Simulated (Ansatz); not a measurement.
`OCS` and `[OH][GeH2][SH]` differ in one element.

Ansatz, PBE0-D4/def2-TZVP geometries, multiplicity 1. Each molecule was computed in one conformer, which needn't be the lowest.

Scalar relativity is left out up to krypton.

```json
{"property": "HOMO energy (B3LYP/def2-TZVPP) / eV", "`OCS`": "-6.86"}
{"property": "HOMO energy (PBE/def2-TZVPP) / eV", "`OCS`": "-5.84"}
{"property": "HOMO–LUMO gap (B3LYP/def2-TZVPP) / eV", "`OCS`": "7.01"}
{"property": "LUMO energy (ωB97M-V/def2-TZVPP) / eV", "`OCS`": "2.12"}
{"property": "zero-point energy (PBE0-D4/def2-TZVP) / kJ/mol", "`OCS`": "134.6"}
{"property": "size of the dipole moment (B3LYP/def2-TZVPP) / D", "`OCS`": "2.41"}
```

(1) Give the same properties after the change, and the shifts. (An estimate is asked.)

Results:

(1) Computed: 
| property | `[OH][GeH2][SH]` | shift |
| --- | --- | --- |
| HOMO energy (B3LYP/def2-TZVPP) / eV | -7.35 | -0.49 |
| HOMO energy (PBE/def2-TZVPP) / eV | -6.34 | -0.50 |
| HOMO–LUMO gap (B3LYP/def2-TZVPP) / eV | 7.21 | 0.20 |
| LUMO energy (ωB97M-V/def2-TZVPP) / eV | 1.98 | -0.14 |
| zero-point energy (PBE0-D4/def2-TZVP) / kJ/mol | 102.8 | -31.8 |
| size of the dipole moment (B3LYP/def2-TZVPP) / D | 0.29 | -2.12 |

With PBE0 the HOMO falls by 0.51 eV and the LUMO falls by 0.30 eV, so the gap widens by about 0.21 eV. PBE moves the HOMO by -0.50 eV and ωB97M-V by -0.47 eV. Dipoles are sizes alone; their direction can turn.

B3LYP here is the variant with VWN-RPA as its local correlation; programs differ in this.
